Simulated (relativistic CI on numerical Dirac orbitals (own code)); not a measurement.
# The spin-orbit constant of Ge5+ from its measured fine structure

Problem. The ground term 2D of Ge5+ (3s2 3p6 3d9) has the measured levels J = 3/2: 4560.0, J = 5/2: 0.0 cm⁻¹ (Sugar and Musgrove, J. Phys. Chem. Ref. Data 22, 1213 (1993)). Test the interval rule and estimate ζ(3d).

Working.
1. In LS coupling E(J) − E(J − 1) = AJ. The intervals give A = -1824.0 (J = 5/2) cm⁻¹.
2. A doublet has one interval, so the rule cannot be tested.
3. The whole width divided by the sum of the upper J values gives a mean A = -1824.0 cm⁻¹.
4. For the Hund term of a shell that is more than half full, A = −ζ/2S with 2S = 1, so ζ = 1824 cm⁻¹.

Check. The value calculated from Dirac-Coulomb-Breit radial functions of this configuration is ζ = 1795 cm⁻¹, 2 % below the estimate from measurement. The same recipe applied to the calculated levels returns 1792 cm⁻¹, which shows the bias of the recipe itself.
